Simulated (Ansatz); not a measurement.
Gas-phase reaction in SMILES: OB(NC)[OH2+] -> B(O)([NH2+]C)O

Wanted: isomerisation energy (electronic), in kcal/mol. Terms: spin-orbit terms left out; frozen cores in correlated levels; dispersion terms only where a functional's name holds one; six Cartesian d functions in 6-31G* and its kin unless marked 5d; non-relativistic. Basis-set limits of correlation are two-point, X^-3; Hartree-Fock from the larger set. Ab initio and DFT rows: single points at B3LYP-D3(BJ) geometries (Ansatz, a quantum-chemistry and plane-wave program).

```json
[
 {"species": "CNB(O)[OH2+]", "coefficient": "-1", "E at B3LYP/6-31G* (Ansatz), Eh": "-272.20952", "E at wB97M-V/def2-TZVPD (Ansatz), Eh": "-272.23175"},
 {"species": "C[NH2+]B(O)O", "coefficient": "+1", "E at B3LYP/6-31G* (Ansatz), Eh": "-272.25707", "E at wB97M-V/def2-TZVPD (Ansatz), Eh": "-272.27427"}
]
```

Coupled cluster (Ansatz) is a level with limits of its own, used here on species with T1 under 0.025 (0.045 for open shells) and stable references: CCSD(T)/CBS(cc-pVTZ,cc-pVQZ). Value to compare with, CCSD(T)/CBS(cc-pVTZ,cc-pVQZ) (Ansatz): -27.5 kcal/mol. 1 Eh = 627.5095 kcal/mol.

Problem. Compute it at each level from the table, and compare with CCSD(T)/CBS(cc-pVTZ,cc-pVQZ) (Ansatz).

Solution. 
- B3LYP/6-31G*: the sum of coefficient times E is -0.04755 Eh, or -29.84 kcal/mol. Result: -29.8 kcal/mol. Its difference against CCSD(T)/CBS(cc-pVTZ,cc-pVQZ) (Ansatz) is -2.3 kcal/mol.
- wB97M-V/def2-TZVPD: the sum of coefficient times E is -0.04252 Eh, or -26.68 kcal/mol. Result: -26.7 kcal/mol. Its difference against CCSD(T)/CBS(cc-pVTZ,cc-pVQZ) (Ansatz) is 0.8 kcal/mol.
